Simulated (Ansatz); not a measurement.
Coupled-cluster diagnostics for the cluster TaO4H3, Ansatz.

Geometry of the singlet (PBE-D4/def2-SVP):

Cartesian coordinates in Å:
```
Ta 0.292 -0.101 -0.083
O -0.988 -1.509 -0.192
O 0.520 1.633 -0.897
O 0.140 0.596 1.687
O 0.020 0.575 -1.866
H -0.066 1.443 2.118
H -1.804 -1.742 -0.665
H 1.885 -0.896 -0.102
```

In the def2 sets Ta takes a core potential; there is no spin–orbit coupling. Correlated methods freeze 4 core orbitals; core or outer-core shells of Ta are correlated, in sets that lack core-valence functions. The structure holds one bond between oxygen atoms, so isomers without such links may lie far lower. No other spin state of charge 0 was run. Another isomer (singlet) lies 0.10 eV lower at PBE0-D4/def2-TZVP; other spin states weren't run for this one.

**Question.** Estimate the CCSD(T) correlation energy, the shares of MP2 and (T), T1 and the reference's ⟨S²⟩ for: charge 0, singlet, own geometry in def2-TZVP; and the rough time on 4 threads of Arm Neoverse V1 on a shared host.

**Answer.** 
| state | basis | correlation (eV) | MP2 share (%) | (T) share (%) | T1 | ⟨S²⟩ (pure) | wall time | remarks |
| --- | --- | --- | --- | --- | --- | --- | --- | --- |
| charge 0, singlet, own geometry | def2-TZVP | -37.112 | 97.1 | 4.4 | 0.022 | 0.00 (0.00) | 1.7 min | restricted SCF unstable |
Customary marks for T1 are 0.02 (closed shells), 0.045 (open shells) and about 0.05 (3d metals). T1 exceeds 0.02 in 1 of 1 rows and 0.045 in 0; the higher it lies, the less the single-reference result can be trusted.
